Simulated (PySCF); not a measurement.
Compound: C3H8O2Si.
Numbering: `[CH3:1]/[CH:2]=[CH:3]\[O:4][SiH2:5][OH:6]` (hydrogens: H7, H8, H9 on C1; H10 on C2; H11 on C3; H12, H13 on Si5; H14 on O6)

Method: PBE0-D3(BJ)/def2-SVP geometry optimisation, gas phase in PySCF 2.14.0; density fitting, grid level 1; the optimiser is geomeTRIC in internal coordinates, started from a GFN2-xTB structure with every atom displaced at random (about 0.01 Å).

The end geometry, which sets the zero of energy:
```
atom  x, y, z in Å
C1     -2.3411   -0.2098   -0.3641
C2     -1.4988    0.6947    0.4702
C3     -0.1660    0.7674    0.4181
O4      0.5794    0.0128   -0.4305
Si5     2.2428   -0.1380   -0.4058
O6      2.7743   -1.1154    0.8192
H7     -2.9398   -0.8925    0.2621
H8     -3.0566    0.3628   -0.9778
H9     -1.7197   -0.8153   -1.0379
H10    -1.9931    1.3622    1.1823
H11     0.3925    1.4606    1.0609
H12     2.5680   -0.6923   -1.7452
H13     2.8587    1.1868   -0.1382
H14     2.5204   -2.0426    0.7879
```

Question: These geometries come from the run, each turned onto the end geometry. Order them by energy, lowest first.
A.
```
atom  x, y, z in Å
C1     -2.3462   -0.1917   -0.3811
C2     -1.5062    0.7058    0.4637
C3     -0.1718    0.7539    0.4358
O4      0.5727   -0.0215   -0.3952
Si5     2.2375   -0.1520   -0.3972
O6      2.7972   -1.0922    0.8496
H7     -2.8733   -0.9434    0.2311
H8     -3.1212    0.3761   -0.9212
H9     -1.7316   -0.7256   -1.1183
H10    -2.0016    1.3851    1.1635
H11     0.3882    1.4401    1.0843
H12     2.5349   -0.7464   -1.7254
H13     2.8497    1.1843   -0.1824
H14     2.5928   -2.0312    0.7940
```
B.
```
atom  x, y, z in Å
C1     -2.4042   -0.2793   -0.1686
C2     -1.5695    0.8988    0.1951
C3     -0.2346    0.9149    0.2522
O4      0.5195   -0.1812   -0.0119
Si5     2.1732   -0.2446   -0.1286
O6      2.5396   -1.8334    0.1469
H7     -3.1671   -0.4841    0.6001
H8     -2.9506   -0.1034   -1.1109
H9     -1.7805   -1.1767   -0.2949
H10    -2.0746    1.8415    0.4293
H11     0.3122    1.8271    0.5227
H12     2.6270    0.1825   -1.4875
H13     2.7677    0.6696    0.8957
H14     3.4631   -2.0904    0.0617
```
C.
```
atom  x, y, z in Å
C1     -2.2914   -0.3649   -0.0654
C2     -1.5609    0.9321    0.1166
C3     -0.2526    1.0196    0.1449
O4      0.6013   -0.0572    0.0227
Si5     2.1701   -0.2008   -0.0727
O6      2.2893   -1.8024   -0.1166
H7     -2.9840   -0.5025    0.7646
H8     -2.8877   -0.2909   -0.9874
H9     -1.6218   -1.1697   -0.1128
H10    -2.1350    1.8387    0.2395
H11     0.2631    1.9680    0.2974
H12     2.7028    0.4237   -1.2740
H13     2.7998    0.3684    1.1160
H14     3.1282   -2.2208   -0.1715
```
D.
```
atom  x, y, z in Å
C1     -2.3287   -0.2300   -0.3522
C2     -1.5330    0.7560    0.4344
C3     -0.2012    0.8539    0.4263
O4      0.5895    0.0504   -0.3238
Si5     2.2302   -0.1630   -0.3553
O6      2.7635   -1.2209    0.8015
H7     -2.8516   -0.9444    0.3068
H8     -3.1096    0.2725   -0.9463
H9     -1.6847   -0.8006   -1.0361
H10    -2.0657    1.4682    1.0713
H11     0.3246    1.6055    1.0294
H12     2.5262   -0.6739   -1.7203
H13     2.9059    1.1265   -0.0506
H14     2.6556   -2.1589    0.6164
```
E.
```
atom  x, y, z in Å
C1     -2.2756   -0.2662   -0.3412
C2     -1.5366    0.7676    0.4299
C3     -0.2107    0.9402    0.4500
O4      0.6315    0.1931   -0.2873
Si5     2.2260   -0.1635   -0.3548
O6      2.7471   -1.3036    0.7218
H7     -2.7753   -0.9867    0.3288
H8     -3.0777    0.1901   -0.9444
H9     -1.5988   -0.8168   -1.0136
H10    -2.1218    1.4645    1.0401
H11     0.2564    1.7323    1.0479
H12     2.4703   -0.6699   -1.7354
H13     2.9695    1.0891   -0.0467
H14     2.5169   -2.2287    0.6061
```

Answer: A (0.003 eV), D (0.019 eV), E (0.077 eV), B (0.160 eV), C (0.500 eV).

In the order of the answer:

| step | E above end (eV) | largest force (eV/Å) | rms force component (eV/Å) | rms distance from end (Å) | rms bond change (Å) | bond most changed (Å) |
| --- | --- | --- | --- | --- | --- | --- |
| 18 | 0.003 | 0.12 | 0.027 | 0.060 | 0.001 | Si5–O6 +0.004 |
| 16 | 0.019 | 0.39 | 0.087 | 0.120 | 0.005 | O4–Si5 -0.015 |
| 14 | 0.077 | 0.88 | 0.207 | 0.187 | 0.011 | O4–Si5 -0.035 |
| 6 | 0.160 | 0.15 | 0.045 | 0.739 | 0.005 | O4–Si5 -0.011 |
| 0 | 0.500 | 4.13 | 0.998 | 0.897 | 0.036 | O4–Si5 -0.092 |

The cost below is that of the whole optimisation. The run took 2.7 min wall on an Arm Neoverse V1 with one thread, on a shared host, and the process peaked at 0.53 GiB of memory.
